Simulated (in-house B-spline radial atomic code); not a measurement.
Radial electron density of Mo IV (Mo3+), [Ar] 3d10 4s2 4p5 4d3 8s1. Computed with an all-electron radial atomic-structure program (B-spline basis): Dirac-Hartree-Fock, average of configuration, Fermi nucleus of rms radius 4.4091 fm.

Columns: r (bohr), 4πr²n(r) (electrons per bohr), bar.

```
  0.0016     1.94 #
 0.00204     2.97 ##
  0.0026    4.496 ###
 0.00332    6.741 #####
 0.00423    9.905 #######
 0.00539    14.26 ##########
 0.00687    19.99 ##############
 0.00876    27.11 ##################
  0.0112    35.32 ########################
  0.0142    43.29 #############################
  0.0181    49.97 ##################################
  0.0231    53.37 ####################################
  0.0295    52.44 ####################################
  0.0376     48.4 #################################
  0.0479     45.2 ###############################
   0.061    47.52 ################################
  0.0778    56.23 ######################################
  0.0991    64.65 ############################################
   0.126    63.37 ###########################################
   0.161     51.3 ###################################
   0.205    41.29 ############################
   0.262     43.9 ##############################
   0.334     50.1 ##################################
   0.425    43.48 ##############################
   0.542    25.85 ##################
   0.691    13.23 #########
    0.88    10.76 #######
    1.12    10.28 #######
    1.43    6.931 #####
    1.82    3.106 ##
    2.32   0.9301 #
    2.96   0.1786 
    3.78  0.06084 
    4.81  0.01695 
    6.13  0.02621 
    7.82  0.05791 
    9.97  0.00978 
    12.7    0.143 
    16.2  0.06987 
    20.6 0.005198 
    26.3 4.987e-05 
    33.5 4.752e-08 
    42.7 2.764e-12
```

On this grid the curve has 5 maxima, near 0.0231, 0.0991, 0.334, 7.82, 12.7 bohr.

The 8s1/2 radial function P(r) = rR(r), positive near the nucleus, with its small component Q(r) (sign convention: Q ≈ (P' + κP/r)/2c):

```tsv
r (bohr)	P	Q
0.000476	0.002035	-0.0003172
0.000774	0.003191	-0.0005031
0.00126	0.004968	-0.0007902
0.00204	0.007594	-0.001221
0.00332	0.0114	-0.001863
0.00539	0.01645	-0.002765
0.00876	0.02224	-0.003932
0.0142	0.02664	-0.005193
0.0231	0.0248	-0.006062
0.0376	0.009339	-0.005579
0.061	-0.02128	-0.002863
0.0991	-0.04492	0.001332
0.161	-0.01449	0.003372
0.262	0.05858	0.0006753
0.425	0.03628	-0.002162
0.691	-0.09277	-0.0005004
1.12	-0.04128	0.001465
1.82	0.1603	2.861e-06
2.96	-0.04278	-0.0009814
4.81	-0.1263	0.0008035
7.82	0.2406	-0.0004171
12.7	-0.3781	2.368e-05
20.6	-0.0721	0.0001067
```
